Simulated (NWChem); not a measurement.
System: CH$_{2}$NO cation; SMILES [NH2+]=C=O

```xyz
5

N      0.0000     0.0000     1.1208
C      0.0000     0.0000    -0.1480
O      0.0000     0.0000    -1.2752
H      0.0000     0.8859     1.6425
H      0.0000    -0.8859     1.6425
```
Atoms are numbered in this order, from 1.

Level: PBE0/def2-SVP (NWChem), optimised geometry, unscaled harmonic frequencies. 

```csv
frequency (cm⁻¹),IR intensity (km/mol)
459,0.8
526,320.0
581,3.5
1073,24.4
1254,1.3
1521,131.0
2500,457.0
3454,382.9
3561,398.5
```

```yaml
zero_point_energy: 21.3 kcal/mol
thermal correction to the enthalpy at 298.15 K (with zero-point energy): 24.1 kcal/mol
heat capacity Cv: 10.1 cal/(mol K)
entropy at 298.15 K and 1 atm (symmetry number 2): 57.7 cal/(mol K)
```

Rigid rotor and harmonic oscillator.
